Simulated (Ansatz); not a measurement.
Compare A (`CCC#CCCC`) with its isomer B (`C#CCCCCC`).

Gas-phase electronic energies from Ansatz, PBE0-D4/def2-TZVP geometries. CBS: MP2 limit from def2 TZ/QZ plus the TZ coupled-cluster correction, frozen cores. Functionals use def2-TZVPP. B3LYP here is the variant with VWN-RPA as its local correlation; programs differ in this. Each species was taken in one conformer, which may not be the lowest.

Q: Which isomer does CCSD(T)/CBS put lower? Give the gap. (Estimate.)

A: Computed: A, by 17.4 kJ/mol.

Q: Give E(B) − E(A) in kJ/mol with CCSD/def2-TZVPP, B3LYP-D4, BLYP-D4, PBE-D4, LDA (SPW92), CCSD(T)/def2-SVP, HF/def2-TZVPP. (Estimate.)

A: Ansatz gave: CCSD/def2-TZVPP 18.5, B3LYP-D4 24.7, BLYP-D4 24.8, PBE-D4 26.6, LDA (SPW92) 24.7, CCSD(T)/def2-SVP 20.1, HF/def2-TZVPP 27.4. None reverses the order clearly.

Largest T1 diagnostic: 0.010.

In def2-TZVPP, CCSD(T) changes the Hartree–Fock value by −9.7 kJ/mol (the triples alone add −0.8 kJ/mol) and MP2 by −7.7 kJ/mol. Leaving LDA and LC-ωPBE aside and taking each functional with its dispersion term where it has one, the values, not all of them listed here, spread over 7.2 kJ/mol, from ωB97M-V to PBE-D4. LDA lies −5.0 kJ/mol from PBE without D4.
